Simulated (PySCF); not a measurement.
fluorine atom (F), doublet; DF-PBE/cc-pVQZ (PySCF).

Here is a job for PySCF.
```python
from pyscf import gto, scf, dft

mol = gto.M(
    atom='''
F     0.00000000    0.00000000    0.00000000
''',
    basis='cc-pvqz',
    spin=1,
    verbose=4,
    max_memory=1800,
)

mf = dft.UKS(mol)
mf.xc = 'pbe'
mf = mf.density_fit(auxbasis='def2-universal-jkfit')
mf.kernel()
```

Problem. Predict the main parts of the log of this PySCF run.

Solution. 
```
PySCF version 2.14.0

[INPUT] verbose = 4
[INPUT] num. atoms = 1
[INPUT] num. electrons = 9
[INPUT] charge = 0
[INPUT] spin (= nelec alpha-beta = 2S) = 1
[INPUT] symmetry False subgroup None
[INPUT] Mole.unit = angstrom
[INPUT] Symbol           X                Y                Z      unit          X                Y                Z       unit  Magmom
[INPUT]  1 F      0.000000000000   0.000000000000   0.000000000000 AA    0.000000000000   0.000000000000   0.000000000000 Bohr   0.0

nuclear repulsion = 0
number of shells = 14
number of NR pGTOs = 68
number of NR cGTOs = 55
basis = cc-pvqz
ecp = {}

******** <class 'pyscf.df.df_jk.DFUKS'> ********
method = DFUKS
initial guess = minao
damping factor = 0
level_shift factor = 0
DIIS = <class 'pyscf.scf.diis.CDIIS'>
diis_start_cycle = 1
diis_space = 8
diis_damp = 0
SCF conv_tol = 1e-09
SCF conv_tol_grad = None
SCF max_cycles = 50
direct_scf = False
number electrons alpha = 5  beta = 4
XC library pyscf.dft.libxc version 7.1.2
    S. Lehtola, C. Steigemann, M. J. T. Oliveira, and M. A. L. Marques,  SoftwareX 7, 1–5 (2018)
XC functionals = pbe
    J. P. Perdew, K. Burke, and M. Ernzerhof,  Phys. Rev. Lett. 77, 3865 (1996)
    J. P. Perdew, K. Burke, and M. Ernzerhof,  Phys. Rev. Lett. 78, 1396 (1997)
    J. P. Perdew, K. Burke, and M. Ernzerhof,  Phys. Rev. Lett. 77, 3865 (1996)
    J. P. Perdew, K. Burke, and M. Ernzerhof,  Phys. Rev. Lett. 78, 1396 (1997)
radial grids:
    Treutler-Ahlrichs [JCP 102, 346 (1995); DOI:10.1063/1.469408] (M4) radial grids

becke partition: Becke, JCP 88, 2547 (1988); DOI:10.1063/1.454033
pruning grids: <function nwchem_prune>
grids dens level: 3
symmetrized grids: False
atomic radii adjust function: <function treutler_atomic_radii_adjust>
small_rho_cutoff = 0
Set gradient conv threshold to 3.16228e-05
tot grids = 14264
init E= -99.6401069234235

cycle= 1 E= -99.6675209351623  delta_E= -0.0274  |g|= 0.135  |ddm|= 0.393
cycle= 2 E= -99.6713813036165  delta_E= -0.00386  |g|= 0.026  |ddm|= 0.0526
cycle= 3 E= -99.671365599388  delta_E= 1.57e-05  |g|= 0.0274  |ddm|= 0.019
cycle= 4 E= -99.6715601077852  delta_E= -0.000195  |g|= 0.00181  |ddm|= 0.0107
cycle= 5 E= -99.6715609755249  delta_E= -8.68e-07  |g|= 0.000111  |ddm|= 0.000655
cycle= 6 E= -99.6715609814976  delta_E= -5.97e-09  |g|= 2.93e-05  |ddm|= 9.75e-05
cycle= 7 E= -99.6715609825229  delta_E= -1.03e-09  |g|= 2.35e-05  |ddm|= 6.07e-05
cycle= 8 E= -99.6715609830338  delta_E= -5.11e-10  |g|= 2.34e-05  |ddm|= 3.3e-05
Extra cycle  E= -99.6715609839412  delta_E= -9.07e-10  |g|= 2.34e-05  |ddm|= 5.87e-05
converged SCF energy = -99.6715609839412  <S^2> = 0.7513295  2S+1 = 2.0013291
```
